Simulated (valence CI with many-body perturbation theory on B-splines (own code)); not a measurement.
E1 line list for Br²⁰⁺

Level of theory: relativistic CI+MBPT: five valence electrons over a frozen Dirac-Fock core [Ne], radial functions for each j: 11 s, 11 p, 10 d, 8 f, 5 g, 2 h, with the one-electron correlation potential Σ1 (screened to all orders), the two-electron term Σ2, the three-electron term Σ3, Breit, model QED; selected single and double excitations, second order for the rest, scaled by the run's own slope (own B-spline code, finite nucleus).

No measured levels were compared; by estimate levels of excited configurations hold to 0.05 to 0.15 % of their energy, terms of the ground configuration to about 0.5 %. Among the levels kept, up to 3400 cm⁻¹ of a level comes from second order outside the variational space, and about a tenth of that is noise between levels of different J, which matters for small intervals.

Lines 151 to 200 of 596 in falling wavelength, among levels below 1828000 cm⁻¹, chosen from the strongest by gf and those to the six lowest levels. Wavelengths and rates use the calculated energies, so an error of 300 cm⁻¹ moves a line at 14.94 nm by 0.045 % and its rate by three times that or more. Electric multipoles are in the length gauge with retardation, E1 and E2 with the static RPA response of the core. Weak lines are less certain than strong ones. Lines between different terms over intervals too small for the method are left out, as are lines whose strength nearly cancels. Where a level lies close to another of its J and parity, the split of strength between their lines is uncertain. The highest levels of a list are the least certain.

Names give the largest LS component (configuration and term), which can be under half, so a name can repeat, a term be missing and a line seem to break the LS rules; names also repeat where a configuration has a term twice. Letters in brackets count levels of one name in rising energy.

```tsv
λ vac (nm)	Upper	Lower	A (s⁻¹)	S (a.u.) with core polarisation	S without
14.94	3s.3p3.3d 4D°_5/2 [c]	3s2.3p2.3d 4F_5/2	6.82e+09	6.73e-02	6.92e-02
14.93	3s2.3p2.3d 4P_3/2	3s2.3p3 2P°_3/2	1.16e+09	7.62e-03	7.83e-03
14.88	3s.3p3.3d 4D°_7/2 [d]	3s2.3p2.3d 4F_9/2	2.83e+10	3.69e-01	3.79e-01
14.87	3s2.3p.3d2 4D°_5/2 [b]	3s2.3p2.3d 2P_3/2 [b]	7.52e+09	7.33e-02	7.54e-02
14.84	3s2.3p2.3d 4D_1/2 [a]	3s2.3p3 2D°_3/2	1.92e+09	6.20e-03	6.37e-03
14.81	3s2.3p.3d2 2P°_3/2 [a]	3s2.3p2.3d 2D_5/2 [c]	8.59e+09	5.51e-02	5.66e-02
14.81	3s.3p3.3d 2G°_7/2 [b]	3s2.3p2.3d 2F_5/2 [a]	1.00e+10	1.28e-01	1.32e-01
14.80	3s2.3p2.3d 4P_1/2	3s2.3p3 2P°_3/2	4.03e+09	1.29e-02	1.33e-02
14.79	3s.3p3.3d 2D°_3/2 [e]	3s2.3p2.3d 2P_1/2 [b]	2.44e+10	1.56e-01	1.60e-01
14.78	3s.3p3.3d 2F°_5/2 [c]	3s2.3p2.3d 2G_7/2	1.02e+10	9.80e-02	1.01e-01
14.77	3s2.3p.3d2 4G°_11/2	3s2.3p2.3d 2G_9/2	3.49e+09	6.66e-02	6.84e-02
14.74	3s.3p3.3d 2D°_5/2 [e]	3s2.3p2.3d 4P_3/2	4.47e+09	4.24e-02	4.36e-02
14.71	3s2.3p.3d2 2P°_3/2 [a]	3s2.3p2.3d 2D_3/2 [c]	1.27e+10	8.01e-02	8.24e-02
14.67	3s2.3p.3d2 2G°_7/2 [a]	3s2.3p2.3d 2F_5/2 [b]	1.42e+10	1.76e-01	1.81e-01
14.65	3s2.3p.3d2 2F°_5/2 [b]	3s2.3p2.3d 2D_5/2 [c]	6.76e+09	6.29e-02	6.47e-02
14.65	3s.3p3.3d 2D°_3/2 [e]	3s2.3p2.3d 2D_3/2 [b]	3.13e+10	1.94e-01	1.99e-01
14.64	3s2.3p.3d2 2G°_9/2 [a]	3s2.3p2.3d 2F_7/2 [b]	1.06e+10	1.64e-01	1.68e-01
14.62	3s2.3p.3d2 4G°_9/2	3s2.3p2.3d 4D_7/2	5.75e+09	8.86e-02	9.10e-02
14.61	3s2.3p.3d2 4D°_5/2 [b]	3s2.3p2.3d 2F_7/2 [b]	7.39e+09	6.82e-02	7.02e-02
14.60	3s2.3p2.3d 4D_5/2	3s2.3p3 2D°_5/2	1.66e+09	1.53e-02	1.57e-02
14.60	3s.3p3.3d 4D°_5/2 [a]	3s.3p4 4P_5/2	7.17e+08	6.61e-03	6.78e-03
14.60	3s.3p3.3d 2G°_9/2 [b]	3s2.3p2.3d 2F_7/2 [a]	8.06e+09	1.24e-01	1.27e-01
14.59	3s.3p3.3d 2D°_5/2 [g]	3s2.3p2.3d 2P_3/2 [b]	4.17e+10	3.84e-01	3.94e-01
14.59	3s.3p3.3d 2F°_5/2 [c]	3s.3p4 2P_3/2	1.18e+10	1.09e-01	1.12e-01
14.57	3s.3p3.3d 4D°_7/2 [d]	3s2.3p2.3d 2F_7/2 [a]	1.03e+10	1.26e-01	1.30e-01
14.55	3s.3p3.3d 2P°_3/2 [c]	3s.3p4 2P_3/2	1.34e+10	8.17e-02	8.40e-02
14.54	3s.3p3.3d 4D°_3/2 [c]	3s2.3p2.3d 4F_3/2	6.60e+09	4.01e-02	4.12e-02
14.52	3s.3p4 2S_1/2	3s2.3p3 4S°_3/2	2.78e+09	8.40e-03	8.63e-03
14.49	3s.3p3.3d 2F°_7/2 [c]	3s2.3p2.3d 2G_9/2	6.12e+10	7.34e-01	7.55e-01
14.48	3s.3p3.3d 2D°_3/2 [c]	3s2.3p2.3d 4D_5/2	1.19e+10	7.16e-02	7.36e-02
14.48	3s2.3p2.3d 4D_3/2	3s2.3p3 2D°_3/2	3.08e+08	1.84e-03	1.89e-03
14.46	3s.3p3.3d 2F°_5/2 [a]	3s2.3p2.3d 2F_5/2 [a]	5.85e+09	5.24e-02	5.38e-02
14.42	3s.3p3.3d 2D°_5/2 [e]	3s2.3p2.3d 2G_7/2	2.43e+10	2.16e-01	2.22e-01
14.41	3s2.3p2.3d 4F_3/2	3s2.3p3 4S°_3/2	1.87e+09	1.11e-02	1.14e-02
14.39	3s2.3p.3d2 2F°_5/2 [a]	3s2.3p2.3d 2D_3/2 [a]	8.64e+09	7.62e-02	7.81e-02
14.37	3s2.3p.3d2 4F°_7/2	3s2.3p2.3d 2D_5/2 [a]	1.46e+10	1.72e-01	1.76e-01
14.37	3s.3p3.3d 2D°_5/2 [b]	3s2.3p2.3d 2P_3/2 [a]	1.14e+10	1.01e-01	1.03e-01
14.35	3s.3p3.3d 4D°_5/2 [d]	3s2.3p2.3d 4D_3/2	7.83e+09	6.84e-02	7.03e-02
14.34	3s.3p3.3d 2D°_5/2 [g]	3s2.3p2.3d 2F_7/2 [b]	1.64e+10	1.43e-01	1.47e-01
14.33	3s.3p3.3d 2G°_9/2 [b]	3s2.3p2.3d 4F_7/2	2.78e+09	4.03e-02	4.14e-02
14.32	3s.3p3.3d 4D°_7/2 [e]	3s2.3p2.3d 4F_9/2	2.33e+10	2.71e-01	2.78e-01
14.30	3s.3p3.3d 4D°_7/2 [d]	3s2.3p2.3d 4F_7/2	8.51e+09	9.83e-02	1.01e-01
14.30	3s.3p4 2P_3/2	3s2.3p3 2P°_1/2	2.59e+09	1.50e-02	1.54e-02
14.26	3s.3p3.3d 2F°_5/2 [c]	3s2.3p2.3d 4D_7/2	4.18e+10	3.59e-01	3.69e-01
14.25	3s.3p3.3d 4D°_7/2 [a]	3s.3p4 4P_5/2	1.46e+08	1.67e-03	1.72e-03
14.24	3s.3p3.3d 2D°_5/2 [e]	3s.3p4 2P_3/2	4.95e+09	4.23e-02	4.35e-02
14.24	3s.3p3.3d 4D°_5/2 [d]	3s2.3p2.3d 2F_7/2 [a]	1.50e+10	1.28e-01	1.32e-01
14.22	3s2.3p2.3d 4D_1/2 [b]	3s2.3p3 2D°_3/2	3.89e+09	1.10e-02	1.14e-02
14.22	3s2.3p.3d2 4G°_7/2	3s2.3p2.3d 4D_5/2	1.29e+10	1.46e-01	1.50e-01
14.22	3s2.3p.3d2 4D°_5/2 [b]	3s2.3p2.3d 2D_5/2 [b]	8.35e+09	7.11e-02	7.30e-02
```
